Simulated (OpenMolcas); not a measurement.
## 2s² 2p along the 5-electron sequence

```
Program             : OpenMolcas
Method              : SS-CASPT2, IPEA 0.25 Eh, imaginary shift 0.1 Eh
Basis               : ANO-R3
Scalar Hamiltonian  : X2C, finite nucleus
Spin-orbit coupling : RASSI with atomic mean-field integrals over the reference wave functions, term energies averaged over their components
```

Active space for each ion: 1 electron in 3 orbitals (2p); closed shells correlated by CASPT2: 1s 2s.

Computed levels in cm-1 above ²P°_1/2:

```csv
Level,N2+,O3+,F4+,Ne5+
²P°_3/2,173,383,740,1301
weight of ²P° in the lowest level (%),100,100,100,100
```

Measured, with the error of the calculation in %. Measured levels: N2+ from Moore, Selected Tables of Atomic Spectra, NSRDS-NBS 3, section 5; O3+ from Moore, Selected Tables of Atomic Spectra, NSRDS-NBS 3, section 10; F4+ from Moore, Atomic Energy Levels, vol. I, NSRDS-NBS 35 (1971 reprint of NBS Circular 467, 1949); Ne5+ from NIST levels in Podobedova, Fuhr, Reader and Wiese, J. Phys. Chem. Ref. Data 33, 525 (2004).

| Level | N2+ | O3+ | F4+ | Ne5+ |
| --- | --- | --- | --- | --- |
| ²P°_3/2 | 174 (-1.0) | 386 (-0.7) | 746 (-0.8) | 1310 (-0.7) |

The fine-structure level ²P°_3/2 changes by a factor of 7.52 from N2+ to Ne5+. Its fourth root runs 3.63, 4.42, 5.22, 6.01, with steps per unit of Z of 0.80, 0.79, 0.79; equal steps would mean a (Z - σ)^4 law with constant σ.

With one active electron, CASPT2 adds the correlation within the correlated inactive shells and between them and that electron, and leaves the splitting within a term as the reference gives it. Measured partners are found by configuration, term and J. A level has none where our copy of the source lacks it or the pairing is in doubt (some pairs that miss far off the trend of their configuration count as doubtful), and it then counts in no deviation. Levels of configurations outside the active space are missing.

° marks odd parity.
